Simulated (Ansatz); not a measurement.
System: C2N, net charge 0, doublet state. It need not be the lowest isomer of its formula. 
Geometry from a B3LYP-D3(BJ)/def2-TZVP (Ansatz, a program for electronic structure) optimisation:
SMILES: [C][N][C]
```xyz
3

C      0.0000     0.0000    -1.2396
N      0.0000     0.0000     0.0000
C      0.0000     0.0000     1.2396
```
Charge 0, spin multiplicity 2.

Basis-set convergence of Hartree-Fock and CCSD(T) correlation energies (hartree) with Ansatz. Correlated levels leave the core frozen unless marked. Open shells are spin-unrestricted. No spin-orbit coupling. Non-relativistic.

The UHF reference is spin-contaminated (<S^2> 0.12 over the pure value in the largest basis). 

```tsv
basis	functions	E(HF)	E(corr, CCSD(T))
cc-pVDZ	42	-130.03720	-0.37908
cc-pVTZ	90	-130.06807	-0.45747
cc-pVQZ	165	-130.07620	-0.48297
```

Extrapolating the two largest sets (X = 3 and 4) as X^-3: E(corr) = (64·(-0.48297) - 27·(-0.45747))/37 = -0.5016 Eh, an estimate of the basis-set limit. The largest set recovers 96.3 % of it, the smallest 75.6 %.
